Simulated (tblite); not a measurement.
A geometry optimisation, step by step.

Compound: C7H8NO (doublet state).
Numbering: `[CH:1]#[C:2][C:3]1[CH2:4][CH:5]([NH:6][CH:7]=[O:8])[CH2:9]1` (hydrogens: H10 on C1; H11, H12 on C4; H13 on C5; H14 on N6; H15 on C7; H16, H17 on C9)
Bond orders are those of one Lewis drawing.

Computed with GFN2-xTB (tblite), gas phase: L-BFGS steps from a force-field or distance-geometry start until the largest atomic force falls under 0.01 eV/Å. 11 of its 96 geometries are shown.

Step 0: E = -703.5181 eV, largest atomic force 4.219 eV/Å
```
atom  x, y, z in Å  |  force x, y, z in eV/Å
C1      3.016    0.877   -0.441   -1.417  -1.870  -0.361
C2      2.188   -0.022   -0.589    1.153  -0.334  -0.266
C3      1.240   -1.127   -0.758    0.425   2.809   1.148
C4      0.444   -1.266    0.528    0.914  -1.539   1.767
C5     -0.323   -0.054    0.076   -0.754   0.164   0.076
N6     -1.686    0.049    0.506   -1.973   2.111   1.334
C7     -2.147    1.278    1.099    3.572   0.460  -0.807
O8     -1.386    2.274    1.253   -2.544  -3.324  -0.532
C9     -0.056   -0.552   -1.316    1.016   0.469  -2.890
H10     3.715    1.652   -0.301   -0.178  -0.079  -0.026
H11     1.032   -1.169    1.457   -0.425  -0.432  -0.148
H12    -0.245   -2.157    0.506    0.880   0.692   0.301
H13     0.245    0.888    0.258   -0.798  -0.533   0.076
H14    -2.334   -0.774    0.395    1.025   1.404   0.207
H15    -3.190    1.281    1.411   -0.019  -0.165  -0.074
H16    -0.676   -1.367   -1.699   -0.292   0.393   0.184
H17     0.154    0.200   -2.095   -0.585  -0.228   0.011
```

Step 10: E = -704.5217 eV, largest atomic force 0.241 eV/Å
```
atom  x, y, z in Å  |  force x, y, z in eV/Å
C1      3.063    0.806   -0.471    0.153  -0.087  -0.063
C2      2.303   -0.125   -0.623   -0.019   0.069  -0.030
C3      1.238   -1.008   -0.702    0.075   0.127   0.073
C4      0.473   -1.257    0.583   -0.009   0.047   0.040
C5     -0.377   -0.069    0.069    0.021  -0.050  -0.018
N6     -1.734    0.095    0.497    0.044   0.065   0.013
C7     -2.116    1.256    1.077   -0.075  -0.181  -0.060
O8     -1.420    2.224    1.242   -0.109  -0.105  -0.012
C9     -0.022   -0.497   -1.376    0.001   0.023  -0.011
H10     3.715    1.618   -0.326    0.074  -0.163  -0.074
H11     0.994   -1.194    1.539    0.006   0.198  -0.138
H12    -0.103   -2.182    0.558    0.001  -0.015  -0.047
H13     0.126    0.880    0.295   -0.106  -0.135   0.025
H14    -2.369   -0.686    0.431    0.007   0.065  -0.007
H15    -3.174    1.207    1.381   -0.123   0.112   0.077
H16    -0.670   -1.303   -1.719    0.001  -0.036   0.024
H17     0.067    0.247   -2.167    0.060   0.065   0.208
```

Step 19: E = -704.6595 eV, largest atomic force 0.313 eV/Å
```
atom  x, y, z in Å  |  force x, y, z in eV/Å
C1      3.326    0.630   -0.595   -0.150   0.009   0.000
C2      2.371   -0.121   -0.658    0.022   0.127   0.024
C3      1.238   -0.896   -0.669    0.065   0.133   0.087
C4      0.486   -1.191    0.613   -0.011   0.021   0.001
C5     -0.479   -0.097    0.094    0.254   0.130   0.030
N6     -1.855    0.046    0.494    0.248  -0.070   0.027
C7     -2.236    1.210    1.080   -0.018  -0.283  -0.132
O8     -1.531    2.173    1.245   -0.172  -0.138   0.020
C9     -0.032   -0.425   -1.348    0.014   0.033   0.073
H10     3.992    1.434   -0.465    0.117  -0.261  -0.107
H11     1.002   -0.996    1.556   -0.107  -0.123  -0.137
H12     0.055   -2.191    0.596   -0.077   0.014   0.133
H13    -0.014    0.849    0.370   -0.086   0.269   0.009
H14    -2.492   -0.732    0.398    0.058   0.140   0.035
H15    -3.294    1.174    1.391   -0.060   0.052   0.008
H16    -0.605   -1.260   -1.759    0.028   0.169  -0.117
H17     0.062    0.404   -2.054   -0.125  -0.223   0.046
```

Step 28: E = -704.8372 eV, largest atomic force 0.530 eV/Å
```
atom  x, y, z in Å  |  force x, y, z in eV/Å
C1      3.519    0.474   -0.726    0.493   0.194  -0.012
C2      2.434   -0.060   -0.664   -0.261  -0.400  -0.063
C3      1.252   -0.742   -0.614   -0.009   0.258   0.069
C4      0.519   -1.070    0.666   -0.180   0.045   0.007
C5     -0.520   -0.046    0.147    0.024   0.077   0.016
N6     -1.908   -0.050    0.545    0.130   0.050  -0.137
C7     -2.401    1.094    1.080   -0.006  -0.115  -0.097
O8     -1.752    2.090    1.280   -0.181   0.007   0.093
C9     -0.021   -0.303   -1.298   -0.192   0.037   0.098
H10     4.437    0.988   -0.736   -0.108  -0.060  -0.038
H11     1.016   -0.859    1.616   -0.042  -0.004  -0.156
H12     0.128   -2.091    0.678    0.005   0.081  -0.011
H13    -0.196    0.956    0.438    0.156   0.030   0.010
H14    -2.520   -0.821    0.327    0.100  -0.006   0.029
H15    -3.476    1.031    1.326    0.032  -0.102  -0.028
H16    -0.526   -1.132   -1.798   -0.075   0.011   0.105
H17     0.007    0.553   -1.977    0.113  -0.103   0.115
```

Step 38: E = -705.0381 eV, largest atomic force 0.363 eV/Å
```
atom  x, y, z in Å  |  force x, y, z in eV/Å
C1      3.757    0.152   -0.902   -0.017  -0.197  -0.128
C2      2.593   -0.191   -0.768    0.304   0.174   0.097
C3      1.299   -0.467   -0.515   -0.245  -0.177  -0.074
C4      0.556   -0.827    0.744   -0.053   0.053  -0.025
C5     -0.527    0.152    0.228   -0.060  -0.051   0.074
N6     -1.929   -0.071    0.497    0.041  -0.014   0.016
C7     -2.683    0.900    1.063    0.219   0.009  -0.020
O8     -2.250    1.970    1.412   -0.215  -0.032   0.004
C9      0.024   -0.062   -1.199   -0.170   0.031   0.084
H10     4.776    0.291   -1.124   -0.103   0.026   0.042
H11     1.019   -0.643    1.714   -0.014   0.065  -0.141
H12     0.207   -1.865    0.703   -0.004   0.054   0.099
H13    -0.292    1.163    0.574   -0.181  -0.052   0.000
H14    -2.343   -0.960    0.248    0.114   0.140   0.001
H15    -3.752    0.621    1.178    0.200  -0.067  -0.042
H16    -0.471   -0.922   -1.662    0.037   0.028  -0.090
H17     0.008    0.771   -1.902    0.148   0.009   0.103
```

Step 48: E = -705.1421 eV, largest atomic force 0.296 eV/Å
```
atom  x, y, z in Å  |  force x, y, z in eV/Å
C1      3.809   -0.187   -1.079   -0.155  -0.010   0.071
C2      2.628   -0.271   -0.790    0.029  -0.016   0.035
C3      1.318   -0.380   -0.475   -0.177  -0.185  -0.149
C4      0.579   -0.678    0.796    0.106   0.060  -0.014
C5     -0.522    0.277    0.274   -0.007  -0.042   0.050
N6     -1.897   -0.073    0.504   -0.033   0.004  -0.078
C7     -2.813    0.759    1.046    0.031  -0.023   0.027
O8     -2.607    1.872    1.463    0.032  -0.207  -0.127
C9      0.063    0.093   -1.153   -0.028   0.078   0.079
H10     4.827   -0.072   -1.291    0.077  -0.014  -0.055
H11     1.083   -0.429    1.727   -0.049   0.013   0.097
H12     0.233   -1.720    0.837    0.043   0.169   0.054
H13    -0.393    1.291    0.664    0.026  -0.085  -0.136
H14    -2.190   -0.985    0.190   -0.023  -0.026  -0.012
H15    -3.816    0.280    1.075    0.106   0.082   0.029
H16    -0.447   -0.723   -1.685    0.077   0.190   0.055
H17     0.139    0.957   -1.814   -0.054   0.013   0.076
```

Step 57: E = -705.1971 eV, largest atomic force 0.217 eV/Å
```
atom  x, y, z in Å  |  force x, y, z in eV/Å
C1      3.794   -0.440   -1.162    0.064   0.098  -0.012
C2      2.627   -0.372   -0.815   -0.085  -0.033   0.010
C3      1.321   -0.351   -0.456   -0.171   0.033  -0.018
C4      0.610   -0.544    0.852   -0.032  -0.024   0.009
C5     -0.525    0.349    0.298    0.049   0.057  -0.026
N6     -1.877   -0.113    0.451    0.056  -0.031   0.041
C7     -2.868    0.613    1.006   -0.075  -0.086   0.009
O8     -2.780    1.732    1.437    0.184   0.115  -0.005
C9      0.099    0.230   -1.112   -0.066   0.046   0.063
H10     4.808   -0.362   -1.430   -0.113  -0.086   0.029
H11     1.119   -0.213    1.757    0.034   0.085  -0.006
H12     0.277   -1.572    1.018    0.026  -0.027  -0.038
H13    -0.483    1.369    0.681   -0.040  -0.020   0.049
H14    -2.067   -1.048    0.125   -0.047  -0.015   0.012
H15    -3.822    0.054    1.034   -0.004  -0.099  -0.056
H16    -0.458   -0.483   -1.733    0.172   0.077  -0.015
H17     0.220    1.164   -1.663    0.049  -0.092  -0.046
```

Step 66: E = -705.2275 eV, largest atomic force 0.114 eV/Å
```
atom  x, y, z in Å  |  force x, y, z in eV/Å
C1      3.744   -0.595   -1.217   -0.109   0.011   0.031
C2      2.593   -0.461   -0.835    0.052   0.024  -0.001
C3      1.311   -0.298   -0.430   -0.007   0.085  -0.049
C4      0.623   -0.423    0.895    0.050  -0.050   0.005
C5     -0.545    0.406    0.319    0.035   0.008  -0.012
N6     -1.853   -0.180    0.425    0.019   0.017  -0.023
C7     -2.893    0.482    0.969    0.024   0.033   0.007
O8     -2.849    1.608    1.398   -0.049  -0.068  -0.004
C9      0.128    0.362   -1.072   -0.060   0.003  -0.020
H10     4.741   -0.675   -1.535   -0.048  -0.035   0.016
H11     1.146    0.014    1.743    0.037   0.002   0.079
H12     0.337   -1.445    1.156    0.017  -0.035   0.024
H13    -0.618    1.410    0.743    0.011  -0.031  -0.038
H14    -1.966   -1.119    0.076   -0.034   0.023   0.029
H15    -3.814   -0.131    0.985    0.024   0.014  -0.019
H16    -0.409   -0.269   -1.788    0.044   0.018  -0.006
H17     0.318    1.328   -1.543   -0.007  -0.018  -0.019
```

Step 76: E = -705.2356 eV, largest atomic force 0.095 eV/Å
```
atom  x, y, z in Å  |  force x, y, z in eV/Å
C1      3.711   -0.684   -1.246   -0.082  -0.040   0.026
C2      2.575   -0.488   -0.848    0.076   0.024   0.002
C3      1.318   -0.234   -0.413    0.047   0.015  -0.016
C4      0.644   -0.354    0.919   -0.008   0.006  -0.027
C5     -0.543    0.448    0.334   -0.029  -0.047   0.006
N6     -1.832   -0.184    0.409    0.002  -0.047   0.010
C7     -2.916    0.409    0.947    0.033   0.008  -0.001
O8     -2.950    1.523    1.405    0.006  -0.024  -0.017
C9      0.142    0.436   -1.052   -0.003  -0.004  -0.009
H10     4.680   -0.891   -1.590   -0.026   0.011   0.007
H11     1.166    0.112    1.756   -0.009  -0.010   0.010
H12     0.389   -1.379    1.206   -0.002   0.041  -0.006
H13    -0.662    1.444    0.761    0.025   0.016   0.011
H14    -1.899   -1.132    0.071    0.007   0.017  -0.014
H15    -3.799   -0.258    0.921   -0.007   0.016   0.003
H16    -0.374   -0.172   -1.800   -0.003   0.017   0.025
H17     0.343    1.415   -1.492   -0.027   0.001  -0.009
```

Step 86: E = -705.2389 eV, largest atomic force 0.066 eV/Å
```
atom  x, y, z in Å  |  force x, y, z in eV/Å
C1      3.687   -0.761   -1.254   -0.041  -0.011  -0.010
C2      2.570   -0.488   -0.850   -0.012   0.021  -0.005
C3      1.331   -0.178   -0.402   -0.007   0.005  -0.001
C4      0.660   -0.306    0.930   -0.011   0.011  -0.010
C5     -0.544    0.467    0.346   -0.025  -0.028  -0.015
N6     -1.812   -0.206    0.412   -0.007  -0.053  -0.039
C7     -2.919    0.360    0.930    0.040   0.019  -0.006
O8     -2.984    1.470    1.394   -0.015   0.008   0.008
C9      0.147    0.484   -1.037   -0.001  -0.002   0.005
H10     4.636   -1.014   -1.615    0.035  -0.002   0.005
H11     1.169    0.175    1.767    0.009  -0.014   0.001
H12     0.424   -1.333    1.222    0.015   0.006   0.005
H13    -0.694    1.455    0.781    0.009   0.042   0.019
H14    -1.856   -1.143    0.043    0.012   0.012   0.004
H15    -3.787   -0.323    0.883   -0.024  -0.003   0.007
H16    -0.359   -0.118   -1.797    0.003  -0.016   0.022
H17     0.325    1.473   -1.463    0.017   0.003   0.010
```

Step 95: E = -705.2396 eV, largest atomic force 0.007 eV/Å
```
atom  x, y, z in Å  |  force x, y, z in eV/Å
C1      3.674   -0.785   -1.263   -0.003  -0.003   0.001
C2      2.565   -0.488   -0.853   -0.003   0.001   0.001
C3      1.331   -0.169   -0.401    0.003   0.000  -0.001
C4      0.663   -0.295    0.933   -0.001   0.001   0.001
C5     -0.545    0.472    0.349   -0.003   0.001  -0.004
N6     -1.809   -0.210    0.406   -0.002  -0.005   0.000
C7     -2.919    0.349    0.924    0.005   0.004   0.000
O8     -2.991    1.457    1.390   -0.002  -0.002   0.002
C9      0.148    0.496   -1.032    0.000  -0.001   0.003
H10     4.628   -1.038   -1.614    0.003   0.002  -0.001
H11     1.173    0.190    1.767    0.001   0.004  -0.001
H12     0.436   -1.322    1.232   -0.003  -0.005  -0.002
H13    -0.703    1.458    0.787    0.001  -0.001   0.002
H14    -1.844   -1.147    0.035    0.005   0.003   0.003
H15    -3.785   -0.339    0.877   -0.001   0.001  -0.002
H16    -0.357   -0.105   -1.793    0.000   0.003  -0.001
H17     0.329    1.487   -1.453    0.000  -0.003  -0.002
```

**Question.** Summarise the path.

**Answer.** The energy falls by 166.10 kJ/mol from step 0 to step 95; nine tenths of that is first reached at step 41. It falls at every step. The largest force goes from 4.219 to 0.007 eV/Å. Among the bonds C2–C3 changes most, from 1.466 to 1.353 Å; the atoms move by 1.442 Å rms after alignment.

What follows is the cost of the whole relaxation. The run took 0.72 s on one thread of an Intel Xeon at 2.60 GHz, shared host with 128 logical CPUs at a one-minute load of 13.
